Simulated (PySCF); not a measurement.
# Vertical excitation energies

Gallium cyanide, CGaN (singlet state).
SMILES: `N#[C][Ga]`

Method used: TDDFT PBE0/def2-SVPD, vertical, gas phase, core orbitals frozen in the response (PySCF). Geometry: PBE0-D3(BJ)/def2-SVP; no solvent, vibrations or thermal averaging. The PBE0/def2-SVPD calculation is non-relativistic and has no spin–orbit coupling, an omission that weighs most on gallium.

**Question.** List the vertical singlet excitations with oscillator strengths and describe the spectrum.

**Answer.** 

| state | E (eV) | E (hartree) | f | symmetry | main configurations (H = HOMO, L = LUMO) |
| --- | --- | --- | --- | --- | --- |
| S1 | 4.08 | 0.1501 | 0.077 | Π | H→L/L+1 (98%) |
| S2 | 4.08 | 0.1501 | 0.077 | Π | H→L/L+1 (98%) |
| S3 | 5.46 | 0.2006 | 0.0000 | – | H-2/H-1→L/L+1 (≥97%) |
| S4 | 5.57 | 0.2048 | 0.0000 | – | H-2/H-1→L/L+1 (≥93%) |
| S5 | 5.57 | 0.2048 | 0.0000 | – | H-2/H-1→L/L+1 (≥93%) |
| S6 | 6.43 | 0.2361 | 0.081 | Σ+ | H-2/H-1→L/L+1 (≥94%) |
| S7 | 6.69 | 0.2458 | 0.025 | Π | H-3→L/L+1 (98%) |
| S8 | 6.69 | 0.2459 | 0.025 | Π | H-3→L/L+1 (98%) |
| S9 | 7.01 | 0.2578 | 0.257 | Σ+ | H→L+2 (97%) |

Triplets (Tamm–Dancoff): T1 2.78 eV, H→L/L+1 (98%); T2 2.78 eV, H→L/L+1 (98%); T3 4.84 eV, H-2/H-1→L/L+1 (≥83%).

The lowest singlet level (S1/S2) lies at 4.08 eV (304 nm, ultraviolet) and is strong. The most intense listed level is S9 at 7.01 eV (177 nm, f = 0.257), 2.93 eV above S1. It is the last of those listed, so stronger ones may follow. S1/S2, S4/S5 and S7/S8 lie within about 0.01 eV of each other in each set; the point group C∞v has degenerate representations, and within a degenerate level the listed configurations can mix freely. Löwdin shares by element: HOMO gallium 71%, carbon 19%, nitrogen 10%; LUMO (one of a set within 0.03 eV) gallium 77%, carbon 16%, nitrogen 7%. Weighted by f, the mean energy of these states is 6.07 eV. The oscillator strengths of these states sum to 0.542; summed over the whole spectrum of an exact calculation they would give the number of electrons, 44 (Thomas–Reiche–Kuhn). Of the 9 states listed, 6 reach f = 0.01 and 3 stay under 0.0005. All these states lie below the vertical ionisation energy of 9.99 eV (ΔSCF). Symmetry labels in C∞v follow from the direction of the transition dipole and are given only for states with f of 0.002 or more. Orbitals of the list HOMO-3 to LUMO+2 that lie within 0.01 eV of each other are written together with a slash and their weights summed (≥ marks a lower bound); for degenerate orbitals outside that list single weights are arbitrary. The window holds the lowest 10 singlets. The highest level found (7.71 eV, f 0.101 so far) is left out, since the window may have cut off a degenerate partner.

The run took 15 s of wall time on one thread of an Arm Neoverse N1, shared host.
